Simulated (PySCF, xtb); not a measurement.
Sr(F)2 cation (F2Sr), SMILES [F][Sr][F] (connectivity only; charge and spin as stated), charge +1, multiplicity 2.

Harmonic wavenumbers (cm⁻¹) from xtb with GFN2-xTB at its own minimum, in rising order: 95, 218, 238.

**Question.** What does B3LYP-D3(BJ)/def2-TZVP (PySCF 2.14.0) give at its own minimum? (The exact figures need the calculation; the answer reports its results.)

**Answer.** 288, 321, 465. Paired by order, the mean absolute difference is 174 cm⁻¹ and the zero-point energies are 0.8 and 1.5 kcal/mol.
